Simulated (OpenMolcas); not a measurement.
## Re3+: moving or changing the point charges

Re3+ among 6 point charges of -1.7 e arranged as an octahedron (Oh), 1.94 Å from the ion.
```
   1.9400    0.0000    0.0000  -1.70
   0.0000    1.9400    0.0000  -1.70
  -1.9400    0.0000    0.0000  -1.70
   0.0000   -1.9400    0.0000  -1.70
   0.0000    0.0000    1.9400  -1.70
   0.0000    0.0000   -1.9400  -1.70
```

```
Program             : OpenMolcas
Method              : SS-CASPT2, IPEA 0.25 Eh, imaginary shift 0.1 Eh (closed shells correlated: 5s 5p)
Basis               : ANO-RCC-VDZP [7s6p4d2f1g]
Scalar Hamiltonian  : DKH2, point nucleus
Active space        : 4 electrons in 5 orbitals (5d)
State averaging     : 2S+1 = 5 even, 5 roots; 2S+1 = 3 even, 45 roots; 2S+1 = 1 even, 50 roots
Spin-orbit coupling : state interaction with AMFI integrals over the reference wave functions
```

Runs around this geometry, states (labels of O, the rotations of Oh). Energies in cm-1 above the lowest state or level, χT in cm3 K/mol; under a threefold ground state the first gap can be a small split of the lowest multiplet, not the spin-orbit step; 10Dq and B are least-squares fits to the states below 45000 cm-1, weighted by degeneracy, with a free offset, and given where the rms deviation is under 5 % of |10Dq| (or 100 cm-1) and under 700 cm-1.

```
R (Å)  q (e)  Ground state  First state of that spin   10Dq  B (rms of fit)  First gap with spin-orbit (degeneracies)  χT at 300 K  First state of another spin
 1.94   -1.1            5E                 5T2 10600                                                      3280 (1, 3)        0.149                     3T1 6650
 1.79   -1.7           3T1                 3T1 20500                                                      3290 (1, 3)        0.218                      5E 6540
 1.94   -1.7            5E                 5T2 16530  17035       596 (533)                               3580 (1, 3)        0.175                      3T1 580
```

Scaling the charges by -1.1 / -1.7 = 0.65 scales the first state of the same spin by 10600 / 16530 = 0.64; with fixed orbitals a first-order splitting would follow the charge.

The ground state changes within this set.

Roots that are degenerate in the reference are averaged as groups; the widest CASPT2 spread within a group is 300 cm-1 (the 3-fold group of multiplicity 3 near 32400 cm-1 above the lowest state of its run, R = 1.94, q = -1.1). Shifts and gaps below about the spread of the groups concerned are not significant. Free-ion shares, where given, are those of the reference states; single-state CASPT2 does not remix them. Spin-orbit coupling mixes the spin-free states strongly: the lowest level takes only 45 % from its leading state, 5E (figures for R = 1.94, q = -1.1; the like holds for R = 1.94, q = -1.7). This field is weak: 10Dq is about 10941 cm-1, while octahedral complexes of 5d ions of charge 3 and more, computed by the same method with explicit ligands, had a median near 35000 cm-1. Ground spin and moment need not be those of a real site (figures for R = 1.94, q = -1.1; the like holds for R = 1.94, q = -1.7). This shell can be high or low spin here, a state of another spin lies low, and with metal d orbitals alone active their balance is uncertain, so the ground spin may be wrong (holds for R = 1.94, q = -1.1; R = 1.94, q = -1.7). Point charges give a weaker field than real ligands, and real ions of this kind are as a rule low spin; the high spin found here belongs to the model (holds for R = 1.94, q = -1.1; R = 1.94, q = -1.7). This shell can be high or low spin here, a state of another spin lies low, and with metal d orbitals alone active their balance is uncertain, so the ground spin may be wrong, although the usual error favours high spin (holds for R = 1.79, q = -1.7). An orbital doublet at a regular site is open to a Jahn-Teller distortion, which this geometry leaves out (holds for R = 1.94, q = -1.7). This is an electrostatic model: the charges have no orbitals. No measured value stands beside these numbers.
